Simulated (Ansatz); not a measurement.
This geometry of ClGaH5NOS (10 atoms, charge 0, multiplicity 1) is a first-order saddle point.

All numbers below come from RKS PBE0/def2-SVP (Ansatz 0.2.0).

```xyz
10
Properties=species:S:1:pos:R:3
Ga -0.020 -0.285 0.260
N 0.077 -0.215 2.153
H -0.807 -0.006 2.616
H 0.787 0.404 2.542
Cl 1.534 0.692 -0.881
O -1.690 -0.408 -0.365
H -1.758 -0.330 -1.322
S 0.731 -2.690 0.696
H -0.555 -3.108 0.699
H 0.523 -1.827 1.845
```

(1) Which two structures does it join? (They come from a converged band through this point; their orientation in space is the band's.)

(2) How far does it lie above each of them?

Answers

(1) Bonds broken: S8–H10. Bonds formed: N2–H10.

First end point:

```xyz
10
Properties=species:S:1:pos:R:3
Ga -0.018 -0.207 0.401
N 0.032 0.022 2.231
H -0.848 0.349 2.624
H 0.774 0.627 2.575
Cl 1.494 0.660 -0.890
O -1.622 -0.597 -0.309
H -1.679 -0.398 -1.248
S 0.733 -2.739 0.589
H -0.569 -3.039 0.373
H 0.522 -2.451 1.897
```

Last end point:

```xyz
10
Properties=species:S:1:pos:R:3
Ga 0.134 -0.773 0.133
N 0.091 -0.279 2.148
H -0.861 0.034 2.350
H 0.738 0.489 2.328
Cl 1.634 0.673 -0.534
O -1.604 -0.321 -0.067
H -1.899 -0.276 -0.981
S 0.764 -2.906 -0.014
H -0.504 -3.354 0.121
H 0.327 -1.061 2.759
```

(2) 0.5 kcal/mol above the first and 33.5 kcal/mol above the second. This is the barrier of this one path; another mechanism may lie lower. The orbitals stay closed-shell, which can raise the energy where a bond breaks towards radicals; this wasn't checked here.

Time of the run: 3.2 min on 4 threads of Intel(R) Xeon(R) Platinum 8488C (Sapphire Rapids) (shared host), peak memory 0.38 GiB.
